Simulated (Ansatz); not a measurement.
A nudged elastic band was laid between two geometries of BH4NO + H3N (11 atoms, charge 0, multiplicity 1).

The calculation used Ansatz 0.2.0, RKS r2SCAN-D4/def2-SVP.

```json
{
  "movable images": "7",
  "climbing image": "yes",
  "spring": "0.1 eV/Å²",
  "optimiser": "quadratic models (default)",
  "start path": "through a guess of the saddle point",
  "force threshold": "0.05 eV/Å",
  "iteration limit": "60",
  "end points": "relaxed"
}
```

Image 0:

```xyz
11
Properties=species:S:1:pos:R:3
B -0.162 -0.436 -0.227
H -0.154 -1.019 0.837
O 0.999 -0.034 -0.843
H 1.781 -0.282 -0.340
N -1.385 -0.180 -0.869
H -2.276 -0.475 -0.496
H -1.435 0.269 -1.776
N -0.140 2.376 1.221
H -0.964 2.069 0.699
H 0.636 2.174 0.589
H -0.048 1.692 1.974
```

Image 8:

```xyz
11
Properties=species:S:1:pos:R:3
B 0.014 0.588 -0.585
H -0.656 0.169 3.275
O 1.277 0.136 -0.925
H 1.258 -0.622 -1.517
N -1.173 -0.006 -1.112
H -1.172 -0.847 -1.672
H -2.098 0.259 -0.803
N -0.042 1.681 0.327
H -0.887 2.178 0.565
H 0.806 2.151 0.615
H -0.475 0.470 2.599
```

(1) Which bonds break or form, and what moves?

(2) What energy profile does the band end with?

(3) What is the geometry of the highest image?

Results:

(1) Bonds broken: B1–H2, N8–H11. Bonds formed: B1–N8, H2–H11. BH4NO + H3N becomes BH5N2O + H2.

(2) It converged. The highest image is number 5 of 0 to 8, 1.55 eV above the first end and 2.02 eV above the last; the last end lies 0.47 eV below the first. The profile has 2 maxima (images 3, 5) with wells between them (image 4): this band takes more than one step, which may be the mechanism or a detour left from its start path. Neighbouring images differ by up to 1.8 eV, so the band resolves the path poorly. The order of the stationary point at the top wasn't checked. The orbitals stay closed-shell, which can raise the energy where a bond breaks towards radicals; this wasn't checked here.

| image | path coordinate (Å) | energy (eV) | B1–H2 (Å) | N8–H11 (Å) | B1–N8 (Å) |
| --- | --- | --- | --- | --- | --- |
| 0 | 0.00 | 0.00 | 1.21 | 1.02 | 3.16 |
| 1 | 1.69 | 0.09 | 1.21 | 1.02 | 3.11 |
| 2 | 3.40 | 0.16 | 1.24 | 1.02 | 1.69 |
| 3 | 4.95 | 0.38 | 1.23 | 1.02 | 1.73 |
| 4 | 6.51 | 0.27 | 1.24 | 1.02 | 1.75 |
| 5 | 8.13 | 1.55 | 1.52 | 1.27 | 1.58 |
| 6 | 9.20 | -0.30 | 2.56 | 2.20 | 1.43 |
| 7 | 10.27 | -0.46 | 3.41 | 2.57 | 1.42 |
| 8 | 11.34 | -0.47 | 3.94 | 2.61 | 1.42 |

(3) 
```xyz
11
Properties=species:S:1:pos:R:3
B -0.107 0.367 -0.002
H -0.347 -0.250 1.366
O 1.198 0.038 -0.381
H 1.264 -0.853 -0.741
N -1.251 0.106 -0.873
H -1.248 -0.804 -1.327
H -2.170 0.234 -0.457
N -0.121 1.799 0.669
H -0.850 2.439 0.358
H 0.797 2.241 0.675
H -0.312 0.840 1.480
```

Run time: 4.8 min on 2 threads of INTEL(R) XEON(R) PLATINUM 8581C CPU @ 2.10GHz (Emerald Rapids) (shared host), peak memory 0.17 GiB.
